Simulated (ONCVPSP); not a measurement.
Transferability test, ONCV potential for mercury

- Element: Hg (Z = 80)
- Generator: ONCVPSP 4.0.1
- Type: optimised norm-conserving Vanderbilt (ONCV)
- Functional: PBE
- Relativity: fully relativistic
- Frozen core: [Kr] 4d10 4f14
- Valence charge: 20
- Reference configuration: 5s2 5p6 5d10 (charge +2)
- Partial waves: 5s: rc 1.35 bohr, ncon 3, nbas 7, qcut 8.7 1/bohr, 2 projectors, debl 2.2 Ha; 5p: rc 1.75 bohr, ncon 4, nbas 7, qcut 7.2 1/bohr, 2 projectors, debl 2.7 Ha; 5d: rc 1.55 bohr, ncon 3, nbas 7, qcut 9.9 1/bohr, 3 projectors, debl 2.8 Ha
- Local potential: polynomial inside 0.95 bohr (lpopt 3, dvloc0 1 Ha)
- Core correction: none

Open shells are filled in proportion to 2j + 1.

In the s channel the program set the typed energies aside and used -5.037, 0.250 Ha. In the p channel the program set the typed energies aside and used -2.972, 0.250 Ha (j = l + 1/2; the other j can differ).

Energies are relative to the spin-unpolarised reference configuration 5s2 5p6 5d10; without spin polarisation the order of configurations can differ from experiment.

```csv
valence configuration,charge,ΔE all-electron (eV),error AE − PS (meV)
5s2 5p6 5d10 6s2,0,-29.686,-0.7
5s1 5p6 5d10 6s2,+1,95.632,-113
```

Task: What are ΔE and the potential's error for 5s2 5p6 5d10 6s1?

Result: ΔE = -18.985 eV all-electron; the error (AE − PS) is +0.1 meV.

Task: What are ΔE and the potential's error for 5s2 5p6 5d9?

Result: ΔE = 35.530 eV all-electron; the error (AE − PS) is -0.8 meV.

Levels in the configuration 5s2 5p6 5d10 6s2:

```tsv
level	all-electron (eV)	pseudo (eV)
5s j=1/2	-117.884	-117.848
5p j=3/2	-61.608	-61.602
5p j=1/2	-79.875	-79.852
5d j=5/2	-9.160	-9.166
5d j=3/2	-10.995	-10.999
6s j=1/2	-6.829	-6.828
```
